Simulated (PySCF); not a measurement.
Ge(H)3(NMe2) (C2H9GeN), SMILES C[N](C)[GeH3].

Geometry optimised at TPSSh-D3(BJ)/def2-SVP.

All values below come from TDA-CAM-B3LYP/def2-SVPD run with PySCF.

Vertical excitations.  State labels are in the subgroup Cs.

```csv
state,symmetry,energy (eV),λ (nm),f,main pairs
S1,A',5.48,226,0.012,"HOMO→LUMO 62 %, HOMO→LUMO+1 34 %"
S2,A',6.06,205,0.050,"HOMO→LUMO+1 55 %, HOMO→LUMO 35 %"
S3,A",6.57,189,0.003,HOMO→LUMO+2 87 %
S4,A',6.81,182,0.006,HOMO→LUMO+3 92 %
S5,A',7.11,174,0.029,HOMO→LUMO+5 95 %
S6,A",7.14,174,0.000,HOMO→LUMO+4 89 %
S7,A',7.69,161,0.072,HOMO→LUMO+6 88 %
S8,A',7.94,156,0.061,HOMO→LUMO+8 88 %
S9,A",8.34,149,0.001,HOMO→LUMO+7 87 %
S10,A',8.50,146,0.006,"HOMO→LUMO+10 36 %, HOMO→LUMO+12 27 %, HOMO−1→LUMO+1 14 %, HOMO→LUMO+9 6 %"
T1,A',5.25,236,0,"HOMO→LUMO+1 65 %, HOMO→LUMO 25 %"
T2,A',5.67,219,0,"HOMO→LUMO 69 %, HOMO→LUMO+1 18 %"
T3,A",6.45,192,0,HOMO→LUMO+2 84 %
T4,A',6.56,189,0,"HOMO→LUMO+3 64 %, HOMO→LUMO+5 24 %"
```
Triplets are in the Tamm–Dancoff approximation.
